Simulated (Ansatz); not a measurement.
Total energies of Al3Sb3H12 from Ansatz at PBE0-D4/def2-SVP, gas phase (1 Eh = 27.2114 eV = 2625.5 kJ/mol). The reference geometry is relaxed at PBE-D4/def2-SVP.

Cartesian coordinates in Å:
```
Al -1.276 0.388 2.048
Al -0.902 -1.377 0.087
Al -0.193 -0.138 -2.969
Sb 1.018 1.512 2.845
Sb 1.759 -1.860 0.215
Sb 2.473 0.468 -1.270
H -1.198 0.338 0.294
H -2.776 0.780 2.432
H -2.093 -2.417 -0.126
H -1.055 -1.289 1.960
H -1.005 1.020 -3.712
H 0.891 -1.086 -3.660
H 0.433 3.030 2.232
H 0.294 1.840 4.392
H -0.991 -0.873 -1.730
H 1.747 -2.750 -1.277
H 0.802 0.945 -1.862
H 2.073 1.468 0.101
```

```json
{"state": "charge 0 singlet", "geometry": "reference", "energy (Eh)": "-1454.70211"}
{"state": "charge 1 doublet", "geometry": "reference", "energy (Eh)": "-1454.39754"}
{"state": "charge -1 doublet", "geometry": "reference", "energy (Eh)": "-1454.73727"}
{"state": "free Al atom (doublet)", "geometry": "–", "energy (Eh)": "-242.16443"}
{"state": "free Sb atom (quartet)", "geometry": "–", "energy (Eh)": "-240.21816"}
{"state": "free H atom (doublet)", "geometry": "–", "energy (Eh)": "-0.50029"}
```

In the def2 sets Sb takes a core potential; there is no spin–orbit coupling.

(1) Work out the vertical ionisation energy to the doublet.

(2) Work out the vertical electron affinity, to the doublet.

(3) Give the fundamental gap IE − EA, the Mulliken electronegativity (IE + EA)/2 and the hardness (IE − EA)/2.

(4) What is the binding energy per atom against free atoms?

(1) E(charge 1 doublet) − E(charge 0 singlet) = -1454.39754 − (-1454.70211) = 0.30457 Eh = 8.29 eV. For comparison, −ε of the highest occupied level is 6.81 eV at this level, 1.48 eV less.

(2) E(charge 0 singlet) − E(charge -1 doublet) = -1454.70211 − (-1454.73727) = 0.03516 Eh = 0.96 eV. The basis lacks diffuse functions, which makes affinities too small.

(3) From the values in Eh: IE − EA = 0.30457 − 0.03516 = 0.26941 Eh = 7.33 eV; (IE + EA)/2 = 4.62 eV; (IE − EA)/2 = 3.67 eV. The HOMO–LUMO gap of the same run is 4.50 eV, 2.83 eV smaller than the fundamental gap.

(4) Atoms: 3 × (-242.16443) + 3 × (-240.21816) + 12 × (-0.50029) = -1453.15125 Eh. Binding: -1453.15125 − (-1454.70211) = 1.55086 Eh = 42.20 eV, or 2.34 eV for each of 18 atoms (no zero-point energy, no counterpoise term).

At PBE0-D4/def2-SVP the highest occupied level of the charge -1 doublet lies above zero (up to 0.52 eV). By energy differences its removal costs 0.96 eV (vertical, to the charge 0 singlet, at PBE0-D4/def2-SVP); self-interaction error and the lack of diffuse functions both raise the level.
